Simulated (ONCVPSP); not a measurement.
## Al: variants of one ONCV potential

Base potential:

```
Element                 : Al
Generator               : ONCVPSP 4.0.1
Type                    : optimised norm-conserving Vanderbilt (ONCV)
Functional              : PBEsol
Relativity              : scalar-relativistic
Frozen core             : [Ne]
Valence charge          : 3
Reference configuration : 3s2 3p1
Partial waves           : 3s: rc 1.95 bohr, ncon 3, nbas 7, qcut 3.3 1/bohr, 1 projector; 3p: rc 1.85 bohr, ncon 4, nbas 8, qcut 4.9 1/bohr, 1 projector; d scattering state at 0.05 Ha: rc 2.00 bohr, ncon 5, nbas 9, qcut 5.3 1/bohr, 1 projector
Local potential         : polynomial inside 1.45 bohr (lpopt 3, dvloc0 3 Ha)
Core correction         : Teter function, fcfact 5.5, rcfact 1.45
```

Cutoffs, loose and tight: the cutoffs (Ha) at which the residual kinetic energy of the hardest occupied pseudo-wave falls to 1 and 0.1 mHa per electron. They do not see the model core or the augmentation charge, which bear on the density cutoff. Test errors are all-electron minus pseudo excitation energies from the reference, over the configurations 3s2 3p0; 3s1 3p0; 3s2 3p0.5; 3s1 3p1. A dash means not determined; rows that change the core or the reference have their own tests.

| change | outcome | cutoff, loose | cutoff, tight | bound ghosts | GHOST(+) flags above zero | largest test error (meV) |
| --- | --- | --- | --- | --- | --- | --- |
| base | generated | 5.1 Ha | 19 Ha | none | none | -24 |
| all radii but the core radius scaled by about 1.24 (s 2.42, p 2.28, d 2.48 bohr); local potential polynomial inside 1.80 bohr (lpopt 3, dvloc0 3 Ha) | generated | 4.0 Ha | 6.1 Ha | none | none | -30 |
| core correction Teter function, fcfact 5.5, rcfact 1.14 | generated | 5.1 Ha | 19 Ha | none | none | +8.2 |
| s: qcut 2.4 | generated | 17 Ha | 38 Ha | none | none | -24 |
| functional PBE | generated | 5.1 Ha | 19 Ha | none | none | -7.3 |
| local potential polynomial inside 1.30 bohr (lpopt 5, dvloc0 1 Ha) | generated | 5.1 Ha | 19 Ha | none | none | -19 |
| s: rc 1.5 | generated | 5.5 Ha | 19 Ha | none | none | -26 |
